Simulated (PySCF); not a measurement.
Breaking a bond: BeF, doublet. Each curve is given relative to its own lowest point near equilibrium.

```tsv
R / Å	A	B	C
1.11	2.104	2.079	1.946
1.16	1.216	1.195	1.096
1.24	0.385	0.372	0.318
1.27	0.211	0.202	0.162
1.33	0.028	0.024	0.009
1.37	0.000	0.000	0.000
1.40	0.017	0.020	0.030
1.44	0.082	0.088	0.110
1.49	0.214	0.225	0.261
1.57	0.510	0.528	0.581
1.70	1.113	1.142	1.217
1.86	1.927	1.969	2.060
2.06	2.919	2.979	3.074
2.29	3.939	4.007	4.100
```

Energies in eV.

Match the curves with the methods PySCF 2.14.0 with restricted open-shell BHandHLYP/cc-pVTZ; PySCF with CCSD on UHF/cc-pVTZ, 1 core orbital frozen; CCSD(T) on UHF/cc-pVTZ, 1 core orbital frozen (PySCF).

A is UCCSD(T); B is UCCSD; C is ROKS-BHandHLYP.

The scan ran from 1.11 to 5.50 Å; beyond the distances shown one of the unrestricted levels run for this scan, shown here or not, changes its spin distribution in one step.
